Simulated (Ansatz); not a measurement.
Basis sets compared for InH2Et (C2H7In). Total charge 0; singlet. Geometry r2SCAN-D4/def2-SVP. Ansatz on 2 threads of Arm Neoverse V1 on a shared host; times are rough, and most runs start from earlier orbitals.

```
atom    x (Å)    y (Å)    z (Å)
  C1   0.3668  -0.5657   0.2084
  C2  -0.7090  -0.8526  -0.8364
 In3   0.5447   1.5177   0.8376
  H4  -0.4946   2.7314   0.1490
  H5   1.7267   1.9869   2.0229
  H6   0.1997  -1.1572   1.1273
  H7   1.3664  -0.8711  -0.1523
  H8  -0.7458  -1.9230  -1.1083
  H9  -1.7153  -0.5771  -0.4793
 H10  -0.5397  -0.2893  -1.7691
```

In the def2 sets In takes a core potential; there is no spin–orbit coupling. Another isomer (singlet) lies 0.35 eV lower at PBE0-D4/def2-TZVP; other spin states weren't run for this one.

Binding counts from free atoms (C triplet, In doublet, H doublet) in the same basis, without a counterpoise term.

```csv
level,functions,energy (Eh),HOMO (eV),LUMO (eV),binding per atom (eV),wall time
PBE-D4/def2-SVP,89,-270.3328,-5.92,-2.24,3.34,1.1 s
PBE0-D4/def2-SVP,89,-270.3547,-7.06,-1.51,3.32,1.4 s
```

Task: Estimate the rows for PBE-D4/def2-TZVP (with forces), PBE0-D4/def2-TZVP.

Result: 
```tsv
level	functions	energy (Eh)	HOMO (eV)	LUMO (eV)	binding per atom (eV)	wall time
PBE-D4/def2-TZVP (with forces)	154	-270.4316	-5.97	-2.29	3.33	2.6 s
PBE0-D4/def2-TZVP	154	-270.4489	-7.07	-1.56	3.31	2.7 s
```
